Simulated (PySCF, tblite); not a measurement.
Isomers of C7H16N2, one GFN2-xTB conformer each. Single-point energies are computed at PBE0/pcSseg-1 (PySCF, gas phase, no added dispersion term), electronic only.

Problem. Rank them by PBE0/pcSseg-1 energy, lowest first (kcal/mol).
A. `[CH3:1][CH2:2][NH:3]/[N:4]=[CH:5]\[CH2:6][CH:7]([CH3:8])[CH3:9]` with C1–C2–N3–N4 -83°, C2–N3–N4–C5 161°, N4–C5–C6–C7 -106°, C5–C6–C7–C8 67°
B. `[CH3:1][CH:2]([CH3:3])[N:4]([NH2:5])[CH:6]1[CH2:7][CH2:8][CH2:9]1` with C1–C2–N4–N5 66°, C2–N4–N5–H 88° and -154°, C2–N4–C6–C7 166°, N4–C6–C7–C8 -133°, C6–C7–C8–C9 15°, C7–C8–C9–C6 -15°, N4–C6–C9–C8 132°
C. `[CH3:1][CH2:2][CH2:3][NH:4][N:5]([CH3:6])[CH:7]1[CH2:8][CH2:9]1` with C1–C2–C3–N4 179°, C2–C3–N4–N5 62°, C3–N4–N5–C6 -153°, N4–N5–C7–C8 -92°

Solution. A (0.0), B (13.1), C (21.0).

As drawn, the lowest has a C=N bond, which the highest lacks; the highest has a three-membered ring, which the lowest lacks. GFN2-xTB itself gives, in the same order: 0.0, 7.9, 14.1. Both levels put the same isomer lowest; measured from each level's own lowest isomer, the values differ by up to 6.9 kcal/mol (CCCNN(C)C1CC1: 14.1 against 21.0).

Problem. Which frontier levels, dipoles and rotational constants go with these structures?

Solution. 
```
         SMILES  HOMO (eV, PBE0/pcSseg-1)  LUMO (eV)  dipole (D)       A, B, C (MHz)
 CCN/N=C\CC(C)C                     -5.98       0.61        1.92  2918, 782.8, 679.1
CC(C)N(N)C1CCC1                     -6.17       1.23        1.52   2932, 1009, 923.5
  CCCNN(C)C1CC1                     -6.37       1.48        1.29   2340, 1001, 823.7
```

Problem. What happens when harmonic zero-point energies from GFN2-xTB frequencies are added?

Solution. 
| SMILES | ZPE (kcal/mol) | electronic (kcal/mol) | with ZPE (kcal/mol) |
| --- | --- | --- | --- |
| CCN/N=C\CC(C)C | 140.1 | 0.0 | 0.0 |
| CC(C)N(N)C1CCC1 | 141.2 | 13.1 | 14.1 |
| CCCNN(C)C1CC1 | 140.3 | 21.0 | 21.2 |

The zero-point energies span 1.1 kcal/mol. The order is unchanged.

Problem. As an exercise, what shares would exp(−E/RT) give at 2000 K from these electronic energies alone (no entropy, no degeneracies)?

Solution. RT = 3.974 kcal/mol: CCN/N=C\CC(C)C 95.9 %, CC(C)N(N)C1CCC1 3.6 %, CCCNN(C)C1CC1 0.5 %.
